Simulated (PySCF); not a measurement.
Si(H)3(OAc) (C2H6O2Si), SMILES CC(=O)O[SiH3]. Coordinates come from a PBE-D3(BJ)/def2-SVP optimisation.

Q: Give the equilibrium geometry at PBE-D3(BJ)/def2-SVP (PySCF confirms it by a frequency run) as a Z-matrix, and its point group. (Estimate from the structure and the level; the computed values follow.)

A: point group Cs.
```
C
O 1 1.2204
O 1 1.3566 2 121.45
C 1 1.5065 2 125.74 3 180.00
H 4 1.1033 1 110.03 2 0.00
H 4 1.1082 5 110.23 1 -121.19
H 4 1.1082 5 110.23 6 -117.62
Si 3 1.7400 1 114.28 2 0.00
H 8 1.4973 3 110.90 1 62.64
H 8 1.4973 9 112.14 3 124.58
H 8 1.4979 9 110.28 10 123.32
```
